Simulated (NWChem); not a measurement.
Program: NWChem. System: selenium dioxide (O₂Se), charge 0, spin multiplicity 1, at a geometry optimised with PBE0/def2-SVP. Level: PBE0/def2-SVP.

Job file:

```
start mol
memory heap 200 mb stack 900 mb global 1100 mb
geometry units angstroms nocenter noautoz noautosym
  O      1.352331     0.000000    -0.585188
  Se     0.000000     0.000000     0.275383
  O     -1.352331     0.000000    -0.585188
end
basis spherical
  * library def2-svp
end
dft
  xc pbe0
  semidirect memsize 60000000 filesize 0
  iterations 100
end
task dft energy
```

Output (cleaned and shortened):

```
             Northwest Computational Chemistry Package (NWChem) 7.3.0
             --------------------------------------------------------

                                NWChem Input Module
                                -------------------

 Scaling coordinates for geometry "geometry" by  1.889725989
 (inverse scale =  0.529177249)

                             Geometry "geometry" -> ""
                             -------------------------

 Output coordinates in angstroms (scale by  1.889725989 to convert to a.u.)

  No.       Tag          Charge          X              Y              Z
 ---- ---------------- ---------- -------------- -------------- --------------
    1 O                    8.0000     1.35233100     0.00000000    -0.58518800
    2 Se                  34.0000     0.00000000     0.00000000     0.27538300
    3 O                    8.0000    -1.35233100     0.00000000    -0.58518800

 Effective nuclear repulsion energy (a.u.)     192.1133326348

            Nuclear Dipole moment (a.u.)
            ----------------------------
        X                 Y               Z
 ---------------- ---------------- ----------------
     0.0000000000     0.0000000000     0.0000264562


 Summary of "ao basis" -> "" (spherical)
 ------------------------------------------------------------------------------
       Tag                 Description            Shells   Functions and Types
 ---------------- ------------------------------  ------  ---------------------
 *                          def2-svp                  on all atoms

                                 NWChem DFT Module
                                 -----------------

 Summary of "ao basis" -> "ao basis" (spherical)
 ------------------------------------------------------------------------------
       Tag                 Description            Shells   Functions and Types
 ---------------- ------------------------------  ------  ---------------------
 O                          def2-svp                 6       14   3s2p1d
 Se                         def2-svp                12       32   5s4p3d

 Summary of "ao basis" -> "ao basis" (spherical)
[...]
 Vector   25  Occ=2.000000D+00  E=-3.294069D-01
              MO Center=  1.9D-04, -1.3D-09, -3.0D-01, r^2= 2.5D+00
   Bfn.  Coefficient  Atom+Function         Bfn.  Coefficient  Atom+Function
  ----- ------------  ---------------      ----- ------------  ---------------
     6      0.417379  1 O  pz                52      0.417294  3 O  pz
    19     -0.359963  2 Se s                  9      0.310897  1 O  pz
    55      0.310833  3 O  pz                28     -0.227117  2 Se pz
    18     -0.166529  2 Se s                 17      0.136039  2 Se s
    25      0.132022  2 Se pz                44     -0.086731  2 Se d  0

 Vector   26  Occ=0.000000D+00  E=-1.423877D-01
              MO Center=  1.8D-05,  5.4D-10, -2.2D-02, r^2= 2.3D+00
   Bfn.  Coefficient  Atom+Function         Bfn.  Coefficient  Atom+Function
  ----- ------------  ---------------      ----- ------------  ---------------
    30      0.530869  2 Se py                27      0.445319  2 Se py
     5     -0.350842  1 O  py                51     -0.350834  3 O  py
     8     -0.317669  1 O  py                54     -0.317660  3 O  py
    24     -0.259463  2 Se py                21      0.083572  2 Se py
    43      0.082842  2 Se d -1              33     -0.039450  2 Se d -1

 Vector   27  Occ=0.000000D+00  E= 3.010630D-02
              MO Center= -3.6D-06, -4.1D-10, -1.5D-01, r^2= 2.3D+00
   Bfn.  Coefficient  Atom+Function         Bfn.  Coefficient  Atom+Function
  ----- ------------  ---------------      ----- ------------  ---------------
    31      0.901574  2 Se pz                19     -0.744396  2 Se s
     3      0.463974  1 O  s                 49      0.464022  3 O  s
     7     -0.397737  1 O  px                53      0.397748  3 O  px
    28      0.324790  2 Se pz                 4     -0.320175  1 O  px
    50      0.320181  3 O  px                18     -0.265054  2 Se s

 Vector   28  Occ=0.000000D+00  E= 4.141159D-02
              MO Center=  1.1D-05, -1.3D-10,  4.6D-01, r^2= 2.5D+00
   Bfn.  Coefficient  Atom+Function         Bfn.  Coefficient  Atom+Function
  ----- ------------  ---------------      ----- ------------  ---------------
    29      1.230776  2 Se px                 3     -0.550906  1 O  s
    49      0.550862  3 O  s                 26      0.332385  2 Se px
     9     -0.328457  1 O  pz                55      0.328452  3 O  pz
     6     -0.257372  1 O  pz                52      0.257370  3 O  pz
    23     -0.205656  2 Se px                 7      0.163862  1 O  px

 center of mass
 --------------
 x =   0.00000000 y =   0.00000000 z =   0.05133237

 moments of inertia (a.u.)
 ------------------
          60.200106494952           0.000000000000           0.000000000000
           0.000000000000         269.117921589723           0.000000000000
           0.000000000000           0.000000000000         208.917815094772

     Multipole analysis of the density
     ---------------------------------

     L   x y z        total         alpha         beta         nuclear
     -   - - -        -----         -----         ----         -------
     0   0 0 0     -0.000000    -25.000000    -25.000000     50.000000

     1   1 0 0      0.000126      0.000063      0.000063      0.000000
     1   0 1 0     -0.000000     -0.000000     -0.000000      0.000000
     1   0 0 1      1.077462      0.538718      0.538718      0.000026

     2   2 0 0    -24.925738    -64.708944    -64.708944    104.492149
     2   1 1 0      0.000000      0.000000      0.000000      0.000000
     2   1 0 1     -0.000148     -0.000074     -0.000074      0.000000
     2   0 2 0    -18.876557     -9.438278     -9.438278      0.000000
     2   0 1 1      0.000000      0.000000      0.000000      0.000000
     2   0 0 2    -20.882949    -24.828466    -24.828466     28.773983

 Task  times  cpu:        2.5s     wall:        2.5s

 Total times  cpu:        2.5s     wall:        2.5s
```
